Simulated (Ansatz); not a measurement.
Species: GaBr2, charge 0, doublet. GaBr2 (SMILES [Br][Ga][Br], doublet).
B3LYP-D3(BJ)/def2-TZVP minimum from Ansatz (a quantum-chemistry and plane-wave program):
```xyz
3

Ga     0.6960     0.3351     0.2410
Br    -0.5928     1.3825    -1.4138
Br    -0.0237    -1.6794     1.2004
```
Charge 0, spin multiplicity 2.

Total energies in cc-pVDZ, 17 correlated electrons, 42 frozen orbitals. Open shells are spin-unrestricted; no spin-orbit coupling. Correlated methods leave the cores frozen (noble-gas shells, and filled d and f shells in the p block). No relativity. Spin-orbit terms, left out, reach several kcal/mol for Br and I, and more for heavier atoms. The spin of Br2Ga ([Br][Ga][Br], doublet) was assumed, and the state is the lowest solution found for it.

```
method    program  energy (Eh)  minus CCSDT(Q) (mEh)
--------  -------  -----------  --------------------
HF         Ansatz  -7068.09460                298.89
MP2        Ansatz  -7068.35988                 33.60
CCSD       Ansatz  -7068.38490                  8.59
CCSD(T)    Ansatz  -7068.39188                  1.60
CCSDT(Q)   Ansatz  -7068.39348                  0.00
```

Rough core times of Ansatz's runs on a shared machine: CCSD(T) under 20 s, CCSDT(Q) 80 s.
